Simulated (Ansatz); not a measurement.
Input file for Ansatz (an electronic-structure program): R-BHLYP/def2-TZVPP on Sn2, 2S+1 = 1, a spin state set in the input, which need not be the lowest, a point of a bond scan (R = 2.789 Å). Elements past Kr take the def2 small-core potentials; no spin–orbit coupling.

Ansatz 0.2 input:
```yaml
crystal:
  periodic: [false, false, false]
  atoms:
    - {symbol: Sn, position_ang: [0.00000000, 0.00000000, 0.00000000]}
    - {symbol: Sn, position_ang: [0.00000000, 0.00000000, 2.78872100]}
basis:
  gaussian:
    orbitals: def2-TZVPP
    pivot_positions_ang: [[0.00000000, 0.00000000, 0.00000000], [0.00000000, 0.00000000, 2.78872100]]
hamiltonian:
  xc: {name: BHLYP}
output: {forces: true, orbitals: {seedname: ./end}}
```

Question: Predict the final total energy.

Answer: -428.4316 hartree.

Question: How many basis functions does it have, and what does it roughly cost on one machine?

Answer: 100 functions; roughly 6 core-seconds.
